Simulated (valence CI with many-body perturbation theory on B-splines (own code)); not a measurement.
## As III in brief

Method: relativistic CI+MBPT: three valence electrons over a frozen Dirac-Fock core [Ar] 3d10, radial functions for each j: 9 s, 9 p, 8 d, 6 f, 3 g, 1 h, with the one-electron correlation potential Σ1, the two-electron term Σ2, the three-electron term Σ3, Breit, model QED; selected CI, second order for the rest, scaled by the run's own slope (own B-spline code, finite nucleus).

Against 13 measured levels this calculation errs by 215 cm⁻¹ on average and by 553 at most. These come from a selection out of Moore, Atomic Energy Levels, vol. II, NSRDS-NBS 35 (1971 reprint of NBS Circular 467, 1952), an old analysis. Levels without a partner in it may be off by more.

Rates and lifetimes use the calculated energies. Strong lines usually hold to 10 to 20 %, long lifetimes can be off by a factor of two.

**Question.** What is the ground level?

**Answer.** 4s2 4p 2P°_1/2, composition 96 % 4s2 4p 2P°, g = 0.666.

**Question.** What is the ionisation energy?

**Answer.** 28.31 eV; NIST lists 28.349 ± 0.012 eV (measured).

**Question.** How is the term 2P° of the ground level split?

**Answer.** J = 1/2 at 0.0, J = 3/2 at 2930 cm⁻¹.

**Question.** What are the static dipole polarisabilities of the lowest levels?

**Answer.** 4s2 4p 2P°_1/2 10.1; 4s2 4p 2P°_3/2 10.3 (tensor -0.033) bohr³, of which the core gives 0.510.

**Question.** Name the longest-lived excited levels whose lifetime is computed, and their main decay.

**Answer.** 4s2 4p 2P°_3/2 at 2930 cm⁻¹ lives 4.40 s, mostly by M1 to 4s2 4p 2P°_1/2; 4s 4p2 4P_3/2 at 66284 cm⁻¹ lives 3.69 μs, mostly by E1 to 4s2 4p 2P°_3/2; 4s 4p2 4P_5/2 at 67977 cm⁻¹ lives 1.32 μs, mostly by E1 to 4s2 4p 2P°_3/2. The lifetime of 4s 4p 4d 4F°_9/2 is too uncertain to give, and may be longer.
